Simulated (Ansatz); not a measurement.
Geometry optimisation of the cluster Se₃⁻.

```yaml
crystal:
  periodic: [false, false, false]
  atoms:
    - {symbol: Se, position_ang: [-0.721520, -1.212880, -0.005690]}
    - {symbol: Se, position_ang: [-0.697910, 1.216790, -0.028080]}
    - {symbol: Se, position_ang: [1.419440, -0.003910, 0.033760]}
basis:
  gaussian: {orbitals: def2-TZVPD}
total_charge: -1
magnetization: {spin_polarized: true, initial_magnetization: 1}
hamiltonian: {xc: pbe0, dispersion: d4}
scf: {lower_state_search: "off"}
output: {orbitals: {seedname: orbitals}}
relax: {f_tol: 0.02, max_steps: 100}
```

```sh
$ ansatz run in.yaml --threads 4 --pin off --events-out ev --progress --plain --max-ram 3916MiB
```

Output, abridged:

```
Functional definition: PBE0
mean field -196027.52244819 eV, -7203.8785777440 hartree, gradient 4.4e-6 eV, S^2 0.765225; 0 other end points of the search recorded, 0 dependent functions left out
relax step   1: F+E_penalty+E_count = -196027.64203188 eV  Δ(F+E_penalty+E_count) = +0.000e0 eV  max|allowed force component| = 7.458e-1 eV/Å  Δτ_max = 0.0000 Å  (22 SCF iters, accepted)
mean field -196027.56640533 eV, -7203.8801931392 hartree, gradient 2.1e-6 eV, S^2 0.762553; 0 other end points of the search recorded, 0 dependent functions left out
relax step   2: F+E_penalty+E_count = -196027.68572033 eV  Δ(F+E_penalty+E_count) = -4.369e-2 eV  max|allowed force component| = 7.074e-1 eV/Å  Δτ_max = 0.0421 Å  (41 SCF iters, accepted)
mean field -196027.62910288 eV, -7203.8824972317 hartree, gradient 2.1e-6 eV, S^2 0.755735; 0 other end points of the search recorded, 0 dependent functions left out
relax step   3: F+E_penalty+E_count = -196027.74728784 eV  Δ(F+E_penalty+E_count) = -6.157e-2 eV  max|allowed force component| = 2.295e0 eV/Å  Δτ_max = 0.1394 Å  (43 SCF iters, accepted)
mean field -196027.69462243 eV, -7203.8849050306 hartree, gradient 1.5e-6 eV, S^2 0.755533; 0 other end points of the search recorded, 0 dependent functions left out
relax step   4: F+E_penalty+E_count = -196027.81317506 eV  Δ(F+E_penalty+E_count) = -6.589e-2 eV  max|allowed force component| = 2.039e0 eV/Å  Δτ_max = 0.0301 Å  (34 SCF iters, accepted)
mean field -196028.05797928 eV, -7203.8982581484 hartree, gradient 2.0e-6 eV, S^2 0.755210; 0 other end points of the search recorded, 0 dependent functions left out
relax step   5: F+E_penalty+E_count = -196028.17678558 eV  Δ(F+E_penalty+E_count) = -3.636e-1 eV  max|allowed force component| = 8.014e-1 eV/Å  Δτ_max = 0.1732 Å  (32 SCF iters, accepted)
mean field -196028.11322541 eV, -7203.9002884065 hartree, gradient 1.9e-6 eV, S^2 0.756177; 0 other end points of the search recorded, 0 dependent functions left out
relax step   6: F+E_penalty+E_count = -196028.23106448 eV  Δ(F+E_penalty+E_count) = -5.428e-2 eV  max|allowed force component| = 1.546e-1 eV/Å  Δτ_max = 0.0717 Å  (28 SCF iters, accepted)
mean field -196028.12112220 eV, -7203.9005786081 hartree, gradient 1.9e-6 eV, S^2 0.757231; 0 other end points of the search recorded, 0 dependent functions left out
relax step   7: F+E_penalty+E_count = -196028.23808498 eV  Δ(F+E_penalty+E_count) = -7.021e-3 eV  max|allowed force component| = 3.708e-2 eV/Å  Δτ_max = 0.0566 Å  (28 SCF iters, accepted)
mean field -196028.12139643 eV, -7203.9005886860 hartree, gradient 2.0e-6 eV, S^2 0.756930; 0 other end points of the search recorded, 0 dependent functions left out
relax step   8: F+E_penalty+E_count = -196028.23857938 eV  Δ(F+E_penalty+E_count) = -4.944e-4 eV  max|allowed force component| = 1.113e-2 eV/Å  Δτ_max = 0.0153 Å  (29 SCF iters, accepted)
Total energy: -196028.23861678 eV, -7203.9048964541 hartree
Atom 0 at    -1.039601    -1.265823    -0.012748 Å, force    -0.009761    -0.009702    -0.000140 eV/Å
Atom 1 at    -0.580901     1.025246    -0.023490 Å, force     0.011135     0.001075     0.000254 eV/Å
Atom 2 at     1.620513     0.240577     0.036228 Å, force    -0.001374     0.008627    -0.000114 eV/Å
Dipole moment:    -0.118790     0.209264    -0.004799 e Å
Checks for a lower state left out: stability, starts, cluster_reference, orbital_swaps, neighbouring_geometries, increment
```

It took 52 s on 4 threads of Arm Neoverse V1 on a shared host, peak host memory 0.69 GiB.

Another isomer (doublet) lies 0.74 eV lower at PBE0-D4/def2-TZVPD; other spin states weren't run for this one.
